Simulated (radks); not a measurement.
Task: Excited configurations of Lu2+: one electron is placed in a higher orbital outside [Xe] 4f14. The ground configuration is [Xe] 4f14 6s1. All-electron calculation, Dirac Kohn-Sham, PBE, spin-unpolarised, spherical densities, point nucleus; open shells are shared between the two j in proportion to 2j + 1. Program: a radial shooting solver on a logarithmic mesh with Libxc functionals. Excitation = E - E(ground); binding = E(ion) - E, where the ion is the core of charge +3; n* = 3/sqrt(2 binding) in atomic units, and the quantum defect is n - n*. Eigenvalue and <r> are those of j = l + 1/2.

outer orbital  excitation (eV)  binding (eV)     n*  quantum defect  eigenvalue (eV)  <r> (bohr)
5d                       1.119        19.948  2.478           2.522          -14.871       2.297
5f                      13.193         7.875  3.943           1.057           -6.246       5.744
6p                       5.317        15.750  2.788           3.212          -12.771       3.832
6d                      11.324         9.743  3.545           2.455           -8.049       5.538
7s                      10.481        10.586  3.401           3.599           -9.080       5.976
7p                      12.416         8.651  3.762           3.238           -7.263       7.081
7f                      17.347         3.720  5.737           1.263           -3.157       14.91

Estimate the row for 7d.

Result: excitation (eV) 15.038; binding (eV) 6.029; n* 4.507; quantum defect 2.493; eigenvalue (eV) -5.088; <r> (bohr) 9.509. The Delta-SCF ionisation energy is 21.067 eV (NIST Atomic Spectra Database: 20.959 eV, measured). Self-interaction in the functional shifts the binding energies and quantum defects, so they are the method's values and not measured ones. Spin polarisation and multiplet splitting are left out, so open shells lie too high by an amount that depends on their filling.

Beside tabulated values, note that spin-unpolarised runs miss the spin-polarisation part of the exchange energy of open shells.
